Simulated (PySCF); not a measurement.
Molecule: C₅H₇Ge, net charge -1, singlet state. It need not be the lowest isomer of its formula. Whether it binds its extra electron was not tested at this geometry. 
Coordinates optimised at B3LYP-D3(BJ)/def2-TZVP (Ansatz):
```
C
C 1 1.3553
H 2 1.0840 1 124.95
C 2 1.4650 3 123.93 1 179.91
C 4 1.3467 2 109.50 3 -179.71
H 5 1.0826 4 126.70 2 179.51
H 4 1.0852 5 125.57 6 -0.30
C 5 1.5059 6 125.47 4 179.54
H 8 1.0960 5 112.68 6 60.11
H 8 1.0963 9 105.54 1 -119.18
Ge 1 2.0457 2 126.74 3 0.03
H 11 1.6244 1 93.37 2 -124.29
H 11 1.6253 12 91.51 1 93.58
```
Charge -1, spin multiplicity 1.

Dispersion corrections to the total energy (kcal/mol) from the dftd3 and dftd4 libraries through PySCF: D3(BJ) without and D4 with the three-body term, each with the damping fitted for the functional named.

| functional | D3(BJ) | D4 |
|---|---|---|
| LC-wPBE | -7.62 | -9.98 |
| BLYP | -16.88 | ___ |
| PW6B95 | -4.21 | -7.62 |
| revPBE | -19.48 | -28.15 |
| CAM-B3LYP | -6.43 | ___ |
| PBE | -7.83 | -8.98 |
| B2GP-PLYP | ___ | -3.83 |

**Question.** Some entries are withheld; supply them.

**Answer.** 
- BLYP, D4: -19.79
- CAM-B3LYP, D4: -7.71
- B2GP-PLYP, D3(BJ): -5.38
